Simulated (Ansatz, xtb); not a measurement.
## Relaxing a trial structure of C3H7Ge+

The starting geometry of this gas-phase singlet was built from a drawn formula by distance geometry and a force field; its bonds are those of `C=[C]([CH2+])[GeH3]`.

```yaml
atoms:
  - { symbol: C, position_ang: [-1.2896, -1.8242, -0.6653] }
  - { symbol: C, position_ang: [-0.6611, -0.7322, -0.3038] }
  - { symbol: C, position_ang: [-1.1946, 0.1076, 0.7707] }
  - { symbol: Ge, position_ang: [1.0186, -0.2622, -1.0132] }
  - { symbol: H, position_ang: [-0.8845, -2.4640, -1.4482] }
  - { symbol: H, position_ang: [-2.2251, -2.1660, -0.2709] }
  - { symbol: H, position_ang: [-2.2144, -0.1188, 1.2235] }
  - { symbol: H, position_ang: [-0.7361, 0.9467, 1.1427] }
  - { symbol: H, position_ang: [1.0770, -0.7095, -2.5147] }
  - { symbol: H, position_ang: [2.1676, -0.9663, -0.2549] }
  - { symbol: H, position_ang: [1.2085, 1.2486, -0.9907] }
```

**Question.** Predict what becomes of its bonds when it is optimised with r2SCAN-D4/def2-SVP.

**Answer.** It keeps its bonds, and is `C=[C]([CH2+])[GeH3]`.

The energy falls by 0.67 eV over 6 steps:

| step | E − E(last) (eV) |
| --- | --- |
| 1 | 0.674 |
| 2 | 0.126 |
| 3 | 0.021 |
| 4 | 0.006 |
| 5 | 0.000 |
| 6 | 0.000 |

Final geometry (Å):

```yaml
atoms:
  - { symbol: C, position_ang: [-1.3343, -1.8365, -0.6506] }
  - { symbol: C, position_ang: [-0.6131, -0.7082, -0.2672] }
  - { symbol: C, position_ang: [-1.2248, 0.0492, 0.7292] }
  - { symbol: Ge, position_ang: [1.1539, -0.2134, -1.0808] }
  - { symbol: H, position_ang: [-0.9742, -2.5227, -1.4290] }
  - { symbol: H, position_ang: [-2.3003, -2.0882, -0.1888] }
  - { symbol: H, position_ang: [-2.1940, -0.2403, 1.1615] }
  - { symbol: H, position_ang: [-0.7705, 0.9676, 1.1248] }
  - { symbol: H, position_ang: [1.0796, -0.7041, -2.5226] }
  - { symbol: H, position_ang: [2.2049, -0.9469, -0.2533] }
  - { symbol: H, position_ang: [1.2390, 1.3031, -0.9479] }
```

From the same start GFN2-xTB ends elsewhere, at `C=[C+][CH2][GeH3]`.

No frequencies were run, so the end isn't proven a minimum. Run with Ansatz 0.2.0, 14 s on 2 threads of Arm Neoverse V1, with other jobs on the host.
